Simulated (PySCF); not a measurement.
An unknown is described by computed data only.

Elements present: C, F, H, N and O. Monoisotopic mass: 141.0401 u.

| Property | Result |
| --- | --- |
| UV, strongest line | among the 6 lowest singlet transitions: S4 at 7.32 eV (169 nm, f = 0.182) [TDDFT PBE0/def2-SVPD] |
| Rotational structure | rotational constants A, B, C: 3.889, 0.863, 0.814 GHz [GFN2-xTB] |
| 1H NMR | chemical shifts (computed TMS as zero) by class: 4.44 (1 H), 2.98 (3 H), 2.74 (2 H) ppm [GIAO PBE0/pcSseg-1] |
| Polarisability | 62.8 au [PBE0/def2-SVPD] |
| 13C NMR | chemical shifts (computed TMS as zero) by class: 164.3 (1 C), 133.2 (1 C), 42.6 (1 C), 29.2 (1 C) ppm [GIAO PBE0/pcSseg-1] |
| NMR, other nuclei | isotropic shieldings of nuclei other than C and H, by class: 151 (1 N), -93 (1 O), 250 (3 F) ppm [GIAO PBE0/pcSseg-1] |
| Dipole | 5.79 D [PBE0/def2-SVPD] |
| UV, first state | lowest singlet excitation: 5.87 eV (211 nm, f = 0.001) [TDDFT PBE0/def2-SVPD] |
| Triplet | lowest triplet excitation (Tamm–Dancoff): 5.34 eV [TDA PBE0/def2-SVPD] |

The electronic properties come from PySCF, for the isolated species, density fitting. Levels stand in brackets. The structure is a single GFN2-xTB conformer in the gas phase; no vibrational or solvent corrections. GFN2-xTB frequencies show an imaginary mode (154i cm⁻¹), so this geometry is no minimum at that level. NMR classes are plain means over equivalent atoms (diastereotopic ones count apart unless rotation or inversion swaps them), as if these changed places fast.

Problem. Which formula fits the mass and the elements?

Solution. C4H6F3NO (calculated 141.0401). No other formula that holds each of these elements comes within 0.0003 u with a fitting electron parity and a possible valence count.

Problem. Propose a structure and show how it fits.

Solution. Numbering: `[CH3:1][NH:2][C:3](=[O:4])[CH2:5][C:6]([F:7])([F:8])[F:9]`. Its formula, C4H6F3NO, gives 1 degree of unsaturation: 0 rings and 1 π bond in the structure found. 4 carbons fall into 4 classes; from least to most shielded: amide carbonyl carbon [C3] (164.3 ppm), CF3 carbon [C6] (133.2 ppm), sp3 carbon next to a carbonyl [C5] (42.6 ppm), N-methyl carbon [C1] (29.2 ppm). Hydrogen classes from least to most shielded: 1 H on an amide nitrogen, N2 (4.44 ppm), 3 H on an N-methyl carbon, C1 (2.98 ppm, a mean of values up to 0.8 ppm apart in this geometry), 2 H on an sp3 carbon next to a carbonyl, C5 (2.74 ppm). The other shieldings belong to: 151 ppm, amide nitrogen [N2]; -93 ppm, amide oxygen [O4]; 250 ppm, fluorine of a CF3 group [F7/F8/F9]. By its constants the optimised geometry is an asymmetric top. Structure: `CNC(=O)CC(F)(F)F`. Computed isomers that give other values at the same levels: `C=N[C@H](OC)C(F)(F)F` (rotational constant A: 2.280 GHz; this holds for the one conformer computed); `NCCC(=O)C(F)(F)F` (rotational constant A: 3.143 GHz; this holds for the one conformer computed); `NC(=O)CCC(F)(F)F` (rotational constant A: 3.634 GHz; this holds for the one conformer computed). The assignments are read from this structure; whether some other isomer fits the data as well wasn't checked.

The values belong to the conformer `[CH3:1][NH:2][C:3](=[O:4])[CH2:5][C:6]([F:7])([F:8])[F:9]`: C1–N2–C3–O4 -1°, N2–C3–C5–C6 180°, C3–C5–C6–F7 61°.
